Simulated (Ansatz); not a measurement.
Total energies of CH3BIN.

```json
{"atom": "B1", "x (Å)": "0.912", "y (Å)": "-0.051", "z (Å)": "0.341"}
{"atom": "C2", "x (Å)": "-0.577", "y (Å)": "0.187", "z (Å)": "0.046"}
{"atom": "N3", "x (Å)": "-1.695", "y (Å)": "0.368", "z (Å)": "-0.171"}
{"atom": "I4", "x (Å)": "1.524", "y (Å)": "-1.270", "z (Å)": "-1.444"}
{"atom": "H5", "x (Å)": "1.474", "y (Å)": "1.010", "z (Å)": "0.349"}
{"atom": "H6", "x (Å)": "1.003", "y (Å)": "-0.695", "z (Å)": "1.351"}
{"atom": "H7", "x (Å)": "-2.641", "y (Å)": "0.452", "z (Å)": "-0.472"}
```

Total charge 0; spin multiplicity 1. Correlated methods include outer-core shells of I, which these sets cover unevenly. I: def2 effective core potential. The bonds changed during the relaxation, so this is another structure than the one it started from. All single points use the PBE0-D4/def2-TZVP geometry. It is one conformer, not always the lowest. Basis def2-TZVPP, the Gaussian-basis code of Ansatz.

RPA on PBE orbitals: Hartree–Fock energy of these orbitals -415.40165 Eh, correlation -1.36741 Eh (frozen core).

```json
{"functional": "LDA (SPW92)", "energy without D4 (Eh)": "-415.74488", "D4 term (kJ/mol)": "–"}
{"functional": "PBE", "energy without D4 (Eh)": "-417.08769", "D4 term (kJ/mol)": "-14.5"}
{"functional": "revPBE", "energy without D4 (Eh)": "-417.26705", "D4 term (kJ/mol)": "-41.8"}
{"functional": "BLYP", "energy without D4 (Eh)": "-417.16110", "D4 term (kJ/mol)": "-31.8"}
{"functional": "r2SCAN", "energy without D4 (Eh)": "-417.30183", "D4 term (kJ/mol)": "-3.4"}
{"functional": "B97M-V", "energy without D4 (Eh)": "-417.24168", "D4 term (kJ/mol)": "–"}
{"functional": "PBE0", "energy without D4 (Eh)": "-417.12092", "D4 term (kJ/mol)": "-12.3"}
{"functional": "B3LYP", "energy without D4 (Eh)": "-417.36035", "D4 term (kJ/mol)": "-23.7"}
{"functional": "r2SCANh", "energy without D4 (Eh)": "-417.28476", "D4 term (kJ/mol)": "-3.6"}
{"functional": "r2SCAN0", "energy without D4 (Eh)": "-417.26010", "D4 term (kJ/mol)": "-4.1"}
{"functional": "HSE06 (plane-wave form)", "energy without D4 (Eh)": "-417.11261", "D4 term (kJ/mol)": "-11.6"}
{"functional": "BHLYP", "energy without D4 (Eh)": "-417.13661", "D4 term (kJ/mol)": "-19.2"}
{"functional": "CAM-B3LYP", "energy without D4 (Eh)": "-417.19428", "D4 term (kJ/mol)": "-12.7"}
{"functional": "LC-ωPBE", "energy without D4 (Eh)": "-417.20102", "D4 term (kJ/mol)": "–"}
{"functional": "ωB97X-V", "energy without D4 (Eh)": "-417.20612", "D4 term (kJ/mol)": "–"}
{"functional": "ωB97M-V", "energy without D4 (Eh)": "-417.18965", "D4 term (kJ/mol)": "–"}
{"functional": "B2PLYP", "energy without D4 (Eh)": "-416.98758", "D4 term (kJ/mol)": "–"}
{"functional": "PBE-QIDH", "energy without D4 (Eh)": "-416.94733", "D4 term (kJ/mol)": "–"}
```

B3LYP takes the VWN-RPA correlation (the form of Gaussian; ORCA's B3LYP/G). HSE06 is the plane-wave form, built on full-range PBE exchange. The double hybrids freeze the cores in their second-order part.

LC-ωPBE has ω = 0.4 bohr⁻¹.
